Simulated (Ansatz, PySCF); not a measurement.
SnF₃Br, SMILES [F][Sn]([Br])([F])[F]. Atoms are numbered in the order given.

```xyz
5

F      1.5385     0.8883     1.3161
Sn     0.0000     0.0000     0.5911
F      0.0000    -1.7765     1.3161
F     -1.5385     0.8883     1.3161
Br     0.0000     0.0000    -1.8597
```

Geometry: B3LYP-D3(BJ)/def2-SVP. The structure was generated by enumeration; whether it is a known compound was not checked. The def2 effective core potentials stand for the cores of Sn; spin–orbit coupling is left out.

Vertical ionisation energy (IE) and electron affinity (EA) in eV. Rows of orbital energies are one-electron estimates. Where ΔSCF, EOM or ADC give a negative EA the extra electron is unbound and the value depends on the basis.

```csv
level,IE,EA
"−ε(HOMO), −ε(LUMO), PBE0/def2-TZVP (PySCF)",9.94,3.88
"−ε(HOMO), −ε(LUMO), PBE/def2-TZVP (PySCF)",8.54,4.77
"ΔSCF, PBE0/def2-SVPD (Ansatz), final states of multiplicity 2 and 2",12.47,2.07
"ΔSCF, PBE/def2-SVPD (Ansatz), final states of multiplicity 2 and 2",[?],[?]
```

Some entries are withheld; supply them. (Estimate from the structure and the level; the computed values follow.)


- ΔSCF, PBE/def2-SVPD (Ansatz, an electronic-structure program), final states of multiplicity 2 and 2, IE: 12.07
- ΔSCF, PBE/def2-SVPD (Ansatz), final states of multiplicity 2 and 2, EA: 2.10

What vertical singlet–triplet gap does ΔSCF give with PBE0/def2-SVPD (Ansatz) and with PBE/def2-SVPD (Ansatz)? (An estimate is asked for; the answer gives what the named calculation found.)

4.50 and 4.18 eV (triplet above singlet where positive).
